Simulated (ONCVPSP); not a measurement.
**Before and after: ONCV potential for Mg**

| Property | Result |
| --- | --- |
| Element | magnesium (Mg) |
| Generator | ONCVPSP 4.0.1 |
| Type | optimised norm-conserving Vanderbilt (ONCV) |
| Functional | PBE |
| Relativity | scalar-relativistic |
| Frozen core | [He] 2s2 |
| Valence charge | 8 |
| Reference configuration | 2p6 3s2 |
| Partial waves | 3s: rc 2.45 bohr, ncon 4, nbas 7, qcut 2.3 1/bohr, 2 projectors, debl 3.6 Ha; 2p: rc 1.20 bohr, ncon 4, nbas 7, qcut 11.4 1/bohr, 2 projectors, debl 1.9 Ha |
| Local potential | polynomial inside 1.15 bohr (lpopt 5, dvloc0 4 Ha) |
| Core correction | Teter function, fcfact 3.5, rcfact 1.4 |

Change: p: qcut 15.4.

Cutoffs: the cutoffs (Ha) at which the residual kinetic energy of the hardest occupied pseudo-wave falls to 1 and 0.1 mHa per electron; they do not see the model core or the augmentation charge, which bear on the density cutoff. Errors are all-electron minus pseudo energies relative to the spin-unpolarised reference configuration.

Question: Predict the effect on cutoff, ghosts and configuration errors.

Answer: The potential gets harder (52 Ha and 59 Ha → 70 Ha and 82 Ha); the errors of the 4 common tests hardly move; neither file shows a bound ghost. The waves are optimised to have the least kinetic energy above qcut, so the cutoff follows it (qcut²/2 in Ha).

```csv
quantity,base,changed
"cutoff, loose",52 Ha,70 Ha
"cutoff, tight",59 Ha,82 Ha
loose cutoff by channel,"s 4.1 Ha, p 52 Ha","s 4.1 Ha, p 70 Ha"
bound ghosts,none,none
GHOST(+) flags under 300 eV,s at 128.5 eV,s at 128.5 eV
"error for 2p6 3s1, meV [ΔE 7.96 eV]",+2.9,+3.0
"error for 2p6 3s0, meV [ΔE 22.99 eV]",+47,+47
"error for 2p6 3s1.5, meV [ΔE 3.14 eV]",+0.3,+0.3
"error for 2p6 3s1 3p1, meV [ΔE 3.49 eV]",+0.1,0.0
s: phases at 2.48 bohr within 0.05 rad from the reference energy up to (Ha; the scan ends near 5),n/a,n/a
p: phases at 1.22 bohr within 0.05 rad from the reference energy up to (Ha; the scan ends near 5),to the end of the scan,to the end of the scan
"rms error of d²Exc/dni dnj with the model core, mHa",5.96,6.74
```
